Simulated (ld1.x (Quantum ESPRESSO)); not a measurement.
# What the settings do to the TM potential of Zn

Base potential:

ld1.x (Quantum ESPRESSO) 7.5 input, shortened:

```
&input
   title='Zn', zed=30., rel=1, dft='PBESOL', iswitch=3,
   config='[Ar] 3d10 4s1 4p1'
 /
 &inputp
   pseudotype=2, tm=.true., lloc=0,
   nlcc=.true., new_core_ps=.true.
 /
3
4P  2  1   1.00   0.00  2.80  2.80  0.0
3D  3  2  10.00   0.00  1.00  1.00  0.0
4S  1  0   1.00   0.00  1.80  1.80  0.0
 &test
   configts(1)='3d10 4s1 4p1'
 /
```

All-electron outer shells of the reference configuration (PBEsol, scalar-relativistic, ld1.x):

```tsv
shell	level (eV)	outermost node (bohr)	outermost maximum (bohr)
3s	-131.16	0.28	0.59
3p	-85.50	0.25	0.59
3d	-12.36	–	0.57
4s	-7.41	0.85	2.04
4p	-2.09	0.92	2.89
```

Cutoffs, loose and tight: the cutoffs (Ry, on a coarse ladder) from which the occupation-weighted sum of valence levels, in a spherical-Bessel basis at the reference potential, stays within 10 and 1 mRy of its value at 400 Ry. They do not see the model core or the augmentation charge, which bear on the density cutoff. Test errors are all-electron minus pseudo excitation energies from the reference, over the configurations 3d10 4s2 4p0; 3d10 4s1 4p0; 3d10 4s0 4p0; 3d10 4s1.5 4p0; 3d9 4s0 4p0; 3d10 4s0 4p2; 3d8 4s0 4p0. A dash means not determined; rows that change the core or the reference have their own tests.

A true bound ghost makes a file unfit for plane-wave use even where its test errors are small: the radial tests pick states by their node count and pass the ghost by.

```csv
change,outcome,"cutoff, loose","cutoff, tight",bound ghosts,largest test error (meV)
base,generated,230 Ry,over 300 Ry,none,-2354
"all radii but the core radius scaled by about 0.76 (s 1.36, p 2.12, d 0.76 bohr)",generated,over 300 Ry,over 300 Ry,p,-2475
"all radii but the core radius scaled by about 0.89 (s 1.60, p 2.48, d 0.88 bohr)",generated,300 Ry,over 300 Ry,none,-2431
"all radii but the core radius scaled by about 1.16 (s 2.08, p 3.24, d 1.16 bohr)",generated,200 Ry,over 300 Ry,none,-2326
"all radii but the core radius scaled by about 1.39 (s 2.50, p 3.90, d 1.40 bohr)",generated,140 Ry,260 Ry,none,-2372
```

(1) What comes out with this change to the base: all radii but the core radius scaled by about 1.27 (s 2.28, p 3.56, d 1.26 bohr)?

Results:

(1) outcome: generated; cutoff, loose: 180 Ry; cutoff, tight: 300 Ry; bound ghosts: none; largest test error (meV): -2390.

Reading the sweep of the scale of all radii but the core radius (base = 1) (base included, trends over the rows without a ghost): The loose cutoff falls from 300 Ry at 0.89 to 140 Ry at 1.39. A larger radius leaves more room for a smooth pseudo-wave, so fewer plane waves are needed; a smaller one forces it to follow the all-electron wave where it bends sharply. The median size of the test errors (rows with all tests solved) is not monotonic: lowest 2.7 meV at 1, highest 4.2 meV at 1.27. Bound ghosts are found at 0.76.
